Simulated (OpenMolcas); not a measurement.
# Er4+: the spin-orbit constant, worked from levels

| Property | Result |
| --- | --- |
| Program | OpenMolcas |
| Basis | ANO-R3 [10s8p5d5f3g2h] |
| Scalar Hamiltonian | X2C, finite nucleus |
| Active space | 10 electrons in 7 orbitals (4f) |
| State averaging | 2S+1 = 5 even, 35 roots; 2S+1 = 3 even, 210 roots (148 in the spin-orbit step); 2S+1 = 1 even, 196 roots (105 in the spin-orbit step) |
| Spin-orbit coupling | state interaction with AMFI integrals over the reference wave functions, term energies averaged over their components |

Methods: CASSCF; MS-CASPT2, IPEA 0.25 Eh, imaginary shift 0.1 Eh (closed shells correlated: 5s 5p).

**The spin-orbit constant.** For the Hund term ⁵I of f10, E(J) = (A/2) J(J+1) + constant and ζ = -2S·A = -4A. From J = 4 to J = 8 the energy changes by 26 A.

| Source | E(8) - E(4) | A | ζ |
| --- | --- | --- | --- |
| CASSCF | -16083.9 | -618.6 | 2474 |
| MS-CASPT2 | -15827.9 | -608.8 | 2435 |

All in cm-1. Both methods take the spin-orbit matrix elements from the reference wave functions, so the second can move ζ only through the term energies and any multistate remixing. Second-order mixing with other terms is absorbed into this ζ.

CASPT2 breaks the degeneracy within a term, and the mean is taken; among the terms shown or strongly mixed into the levels shown the widest spread is 460 cm-1 (4f¹⁰ ⁵I, MS-CASPT2). High states are left out of the spin-orbit mixing, which shifts the levels that they would mix with. Without dynamic correlation excited terms often stand tens of per cent too high (terms of higher spin than the ground term too low), and those without a measured partner can miss by more than the paired ones (holds for CASSCF). Blocks of more than 70 roots (2S+1 = 3 even, 1 even) ran without multistate coupling (holds for MS-CASPT2). Only configurations of the active space appear.
